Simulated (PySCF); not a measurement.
## Electron correlation in O⁻ (oxygen, charge -1)

[He] 2s2 2p5, 2P determinant. All numbers are calculated (PySCF 2.14, the spin-free X2C one-electron Hamiltonian (Gaussian nucleus), in aug-cc-pVTZ-DK (5s4p3d2f, 46 functions)). Frozen: 1s2; 7 electrons correlated.

MP2 pair energies summed by pair of shells (mhartree):

```tsv
pair	energy	share (%)
2p-2p	-134.40	61.3
2s-2p	-73.87	33.7
2s-2s	-11.01	5.0
```

Total MP2 correlation energy: -219.27 mhartree.

Same-spin part -54.42 and opposite-spin part -164.86 mhartree; SCS-MP2 scales them by 1/3 and 6/5 to -215.97 mhartree.
